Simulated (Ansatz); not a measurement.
H7InNSbSi (`[NH2][Sb]([SiH3])[InH2]`), relaxed with RKS PBE0-D4/def2-TZVP in Ansatz 0.2.0 from a GFN2-xTB geometry. The force threshold is 0.005 eV/Å; the program also tests the step.

Total charge 0; spin multiplicity 1. Sb, In takes the def2 core potential.

Start:

```xyz
11

N     1.398    0.934   -1.039
Sb    1.252   -0.988   -0.415
Si   -1.222   -1.022   -1.114
In    0.347   -0.034    2.095
H     2.351    1.276   -0.979
H     0.850    1.540   -0.425
H    -1.949    0.194   -0.733
H    -1.863   -2.165   -0.443
H    -1.363   -1.218   -2.558
H     0.209    1.775    1.733
H    -0.011   -0.291    3.878
```

Question: By how much does the energy fall, and how many steps does the optimiser take? (An estimate is asked.)

Answer: Ansatz gave: 30.34 kJ/mol, in 50 steps, 4 of them rejected.

Question: Which bonds change most? (Best estimate.)

Answer: Computed: In4–H10 from 1.850 to 1.723 Å; In4–H11 from 1.836 to 1.722 Å; Sb2–In4 from 2.834 to 2.783 Å; N1–Sb2 from 2.025 to 2.076 Å.

Question: Give the relaxed structure. (Estimate.)

Answer: Ansatz gave: 
```xyz
11

N     1.490    1.003   -1.139
Sb    1.445   -0.825   -0.156
Si   -1.071   -1.063   -0.725
In   -0.032    0.263    1.936
H     2.105    0.942   -1.942
H     1.857    1.731   -0.538
H    -1.921   -0.152    0.134
H    -1.581   -2.435   -0.462
H    -1.330   -0.658   -2.129
H    -0.156    1.981    1.961
H    -0.806   -0.787    3.060
```
